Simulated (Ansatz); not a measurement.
CH₃GeNO (`N=[C]1[O][GeH2]1`). The species carries charge 0 and has multiplicity 1. The structure was optimised at the PBE0-D4/def2-TZVP level. It is one conformer, not always the lowest.

```xyz
7

N    -1.740   -0.659   -0.714
C    -0.649   -0.120   -0.456
O     0.095    0.768   -1.062
Ge    0.954    0.243    0.569
H    -2.031   -1.321   -0.005
H     2.298   -0.395    0.208
H     1.073    1.484    1.459
```

Problem. What is the dipole moment at PBE/def2-TZVPP? (Estimate.)

Solution. The calculation gave: 3.52 D, with components (1.81, -0.77, 2.92) D in this frame, pointing from negative to positive charge.

Problem. And with r2SCAN, B3LYP, ωB97M-V? (Estimate.)

Solution. Ansatz gave: r2SCAN 3.64 D, B3LYP 3.96 D, ωB97M-V 4.23 D.

Problem. Give the Mulliken charges with PBE, ωB97M-V, r2SCAN in def2-TZVPP. (Best estimate.)

Solution. Computed: 
```
atom    PBE  ωB97M-V  r2SCAN
  N1  -0.19    -0.22   -0.30
  C2   0.12     0.18    0.26
  O3  -0.26    -0.33   -0.33
 Ge4   0.13     0.14    0.18
  H5   0.18     0.14    0.18
  H6   0.01     0.05    0.01
  H7   0.01     0.05    0.01
```

B3LYP here is the variant with VWN-RPA as its local correlation; programs differ in this.
